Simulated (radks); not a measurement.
Dy2+, configuration [Kr] 4d10 4f10 5s2 5p(1/2: 2, 3/2: 3) 6s1 (not the ground configuration). All-electron calculation, Dirac Kohn-Sham, LDA (Slater exchange, Perdew-Wang correlation), spin-unpolarised, spherical densities, finite nucleus; open shells fill j = l - 1/2 first; Fermi nuclear charge, rms radius 5.2218 fm. Program: a radial shooting solver on a logarithmic mesh with Libxc functionals.

Spin-orbit splittings of the eigenvalues, e(l+1/2) - e(l-1/2), with zeta = 2 splitting/(2l+1) and mean radii in bohr:

2p: occ. 6; splitting (eV) 799.3; zeta (eV) 532.9; <r> j=l-1/2 0.07440; <r> j=l+1/2 0.08145
3p: occ. 6; splitting (eV) 165.9; zeta (eV) 110.6; <r> j=l-1/2 0.2239; <r> j=l+1/2 0.2373
3d: occ. 10; splitting (eV) 36.28; zeta (eV) 14.51; <r> j=l-1/2 0.2097; <r> j=l+1/2 0.2139
4p: occ. 6; splitting (eV) 37.22; zeta (eV) 24.81; <r> j=l-1/2 0.5407; <r> j=l+1/2 0.5717
4d: occ. 10; splitting (eV) 6.733; zeta (eV) 2.693; <r> j=l-1/2 0.6043; <r> j=l+1/2 0.6154
4f: occ. 10; splitting (eV) 0.8932; zeta (eV) 0.2552; <r> j=l-1/2 0.8402; <r> j=l+1/2 0.8553
5p: occ. 5; splitting (eV) 4.987; zeta (eV) 3.325; <r> j=l-1/2 1.441; <r> j=l+1/2 1.538
